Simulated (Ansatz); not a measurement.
Mg4H3, relaxed as a doublet with UKS r2SCAN-D4/def2-TZVP in Ansatz, starting from the GFN2-xTB geometry. Force threshold 0.02 eV/Å.

The relaxation made no stability test and no search for a lower SCF solution. The structure comes from a short search, and lower isomers may exist.

Start:

Cartesian coordinates in Å:
```
Mg -0.2852 -1.3704 -0.8383
Mg -0.5806 0.1398 1.2441
Mg 1.8001 0.0062 -1.8086
Mg 1.9732 0.4238 1.8327
H -1.5155 -1.3131 -2.5357
H 0.2473 1.4556 -0.3876
H -1.6393 0.6581 2.4934
```

(1) Estimate the energy that the relaxation releases and the steps that it takes.

(2) Does the start keep its bonding?

(3) Predict the relaxed structure.

## Answers

(1) 53.9 kcal/mol, in 28 steps; 2 min on 4 threads of Arm Neoverse V2 on a shared host. The force fell under the threshold at step 19, but the optimiser went on and released 0.009 eV more. No frequencies were taken in this run, so the end may be a saddle point.

(2) Bonds formed: Mg1–Mg4, Mg1–H6, Mg2–Mg3, Mg2–H6, Mg3–Mg4 (atoms count from 1). Metal–metal contacts that move far: Mg1–Mg2 2.59 to 3.55 Å.

(3) 
```xyz
7

Mg   -0.113   -1.114   -1.403
Mg   -0.411    1.055    1.392
Mg    1.648    1.397   -0.909
Mg    1.820   -1.060    1.017
H    -0.787   -2.122   -2.616
H    -0.817   -0.055   -0.044
H    -1.340    1.898    2.563
```
Bond lengths (bridged metal pairs left out): 5 × Mg–Mg 3.10 to 3.13 Å; 4 × H–Mg 1.71 to 1.86 Å.
